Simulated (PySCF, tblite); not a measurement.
Isomers of C6H9FO3, one GFN2-xTB conformer each. Single-point energies are computed at PBE0/pcSseg-1 (PySCF, gas phase, no added dispersion term), electronic only.

Question: Rank them by PBE0/pcSseg-1 energy, lowest first (kcal/mol).
A. `[O:1]=[CH:2][C@@H:3]1[CH2:4][CH2:5][O:6][C@H:7]([CH2:8][F:9])[O:10]1` with O1–C2–C3–C4 -59°, O6–C7–C8–F9 91°, C2–C3–C4–C5 -173°, C3–C4–C5–O6 53°, C4–C5–O6–C7 -58°, C5–O6–C7–C8 179°
B. `[O:1]=[CH:2][C@@H:3]1[CH2:4][CH2:5][O:6][CH2:7][C@H:8]([F:9])[O:10]1` with O1–C2–C3–C4 -50°, C2–C3–C4–C5 177°, C3–C4–C5–O6 46°, C4–C5–O6–C7 46°, C5–O6–C7–C8 -80°
C. `[CH3:1][O:2]/[C:3]([CH3:4])=[C:5](\[O:6][CH3:7])[C:8](=[O:9])[F:10]` with C1–O2–C3–C4 -3°, C3–C5–O6–C7 99°, C3–C5–C8–O9 -1°

Answer: A (0.0), C (2.4), B (2.8).

Neighbours under 2.5 kcal/mol apart (O=C[C@@H]1CCO[C@H](CF)O1 and CO/C(C)=C(\OC)C(=O)F; CO/C(C)=C(\OC)C(=O)F and O=C[C@@H]1CCOC[C@H](F)O1) can change places with a better method, another conformer or zero-point energy. GFN2-xTB itself gives, in the same order: 0.0, 6.1, 3.8. Both levels put the same isomer lowest; measured from each level's own lowest isomer, the values differ by up to 3.7 kcal/mol (CO/C(C)=C(\OC)C(=O)F: 6.1 against 2.4).

Which frontier levels, dipoles and rotational constants go with these structures?

| SMILES | HOMO (eV, PBE0/pcSseg-1) | LUMO (eV) | dipole (D) | A, B, C (MHz) |
| --- | --- | --- | --- | --- |
| O=C[C@@H]1CCO[C@H](CF)O1 | -7.75 | -1.13 | 0.82 | 2769, 751.2, 619.7 |
| CO/C(C)=C(\OC)C(=O)F | -6.83 | -1.28 | 5.60 | 1964, 1003, 696.1 |
| O=C[C@@H]1CCOC[C@H](F)O1 | -7.50 | -0.94 | 2.22 | 2072, 1143, 884.0 |

What happens when harmonic zero-point energies from GFN2-xTB frequencies are added?

```json
{"SMILES": "O=C[C@@H]1CCO[C@H](CF)O1", "ZPE (kcal/mol)": "91.4", "electronic (kcal/mol)": "0.0", "with ZPE (kcal/mol)": "0.0"}
{"SMILES": "CO/C(C)=C(\\OC)C(=O)F", "ZPE (kcal/mol)": "89.6", "electronic (kcal/mol)": "2.4", "with ZPE (kcal/mol)": "0.6"}
{"SMILES": "O=C[C@@H]1CCOC[C@H](F)O1", "ZPE (kcal/mol)": "91.9", "electronic (kcal/mol)": "2.8", "with ZPE (kcal/mol)": "3.3"}
```

The zero-point energies span 2.3 kcal/mol. The order is unchanged.

As an exercise, what shares would exp(−E/RT) give at 298.15 K from these electronic energies alone (no entropy, no degeneracies)?

RT = 0.592 kcal/mol: O=C[C@@H]1CCO[C@H](CF)O1 97.4 %, CO/C(C)=C(\OC)C(=O)F 1.7 %, O=C[C@@H]1CCOC[C@H](F)O1 0.9 %.
